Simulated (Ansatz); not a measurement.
System: YO, charge 0, multiplicity 2. The spin state was set by rule; other spins were not relaxed. 
Structure (B3LYP-D3(BJ)/def2-TZVP (Ansatz, a program for electronic structure) minimum search):
```
O
Y 1 1.8018
```
Charge 0, spin multiplicity 2.

Dipole moments at this geometry, in debye (magnitudes).

| level | program | dipole (D) |
|---|---|---|
| PBE/def2-TZVPD | Ansatz | 4.47 |
| BLYP/def2-TZVPD | Ansatz | [?] |
| revPBE/def2-TZVPD | Ansatz | 4.37 |
| r2SCAN/def2-TZVPD | Ansatz | 4.57 |
| B3LYP/def2-TZVPD | Ansatz | 4.94 |
| r2SCAN0/def2-TZVPD | Ansatz | 4.87 |
| HSE06/def2-TZVPD | Ansatz | 4.73 |
| LC-wPBE/def2-TZVPD | Ansatz | 4.77 |
| wB97M-V/def2-TZVPD | Ansatz | 4.81 |
| CCSD(T)/def2-SVPD | Ansatz | [?] |

Task: Fill in the missing entries.

Result: 
- BLYP/def2-TZVPD, dipole (D): 4.67
- CCSD(T)/def2-SVPD, dipole (D): 4.60
